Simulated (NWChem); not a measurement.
Polarisability of H₂Zn

```
Zn
H 1 1.5501
H 1 1.5501 2 180.00
```
Charge 0, spin multiplicity 1.

The numbers come from NWChem runs, not from measurements. Structure: optimised with PBE0/def2-SVP, a minimum by its harmonic frequencies.

Basis set: def2-SVPD. The field's frequency is 0.0428 Ha (1065 nm).

```tsv
method	isotropic polarisability (bohr³)	difference from CCSD linear response
LDA (SVWN5)	30.74	+2.25
HF	26.96	-1.54
PBE	30.39	+1.89
B3LYP	29.28	+0.78
CCSD linear response	28.50	0.00
```

The values span 3.79 bohr³, from HF (lowest) to LDA (SVWN5) (highest). 

The correlated methods keep 9 core orbitals frozen. B3LYP has NWChem's definition, with VWN1-RPA local correlation. The structure started from a generated list of species. Coupled-cluster values serve here as a point of comparison, not as the truth.
